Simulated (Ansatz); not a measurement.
Start from `O[SiH2][SiH](O)F` and change one atom or group to get `O[SiH2][SiH](F)S`.

Ansatz, PBE0-D4/def2-TZVP geometries, multiplicity 1. Each molecule was computed in one conformer, which needn't be the lowest.

| property | `O[SiH2][SiH](O)F` |
| --- | --- |
| LUMO energy (B3LYP/def2-TZVPP) / eV | -1.04 |
| size of the dipole moment (ωB97M-V/def2-TZVPP) / D | 3.08 |
| HOMO–LUMO gap (B3LYP/def2-TZVPP) / eV | 6.83 |
| HOMO–LUMO gap (PBE0/def2-TZVPP) / eV | 7.24 |
| HOMO–LUMO gap (PBE/def2-TZVPP) / eV | 5.12 |
| LUMO energy (PBE/def2-TZVPP) / eV | -1.67 |

(1) Give the same properties after the change, and the shifts. (Best estimate.)

Results:

(1) The calculation gave: 
| property | `O[SiH2][SiH](F)S` | shift |
| --- | --- | --- |
| LUMO energy (B3LYP/def2-TZVPP) / eV | -1.03 | 0.01 |
| size of the dipole moment (ωB97M-V/def2-TZVPP) / D | 1.38 | -1.70 |
| HOMO–LUMO gap (B3LYP/def2-TZVPP) / eV | 6.75 | -0.08 |
| HOMO–LUMO gap (PBE0/def2-TZVPP) / eV | 7.15 | -0.09 |
| HOMO–LUMO gap (PBE/def2-TZVPP) / eV | 5.08 | -0.04 |
| LUMO energy (PBE/def2-TZVPP) / eV | -1.69 | -0.02 |

Dipoles are sizes alone; their direction can turn.

Positive LUMOs are unbound, so they and the gaps depend on the basis.

B3LYP here is the variant with VWN-RPA as its local correlation; programs differ in this.
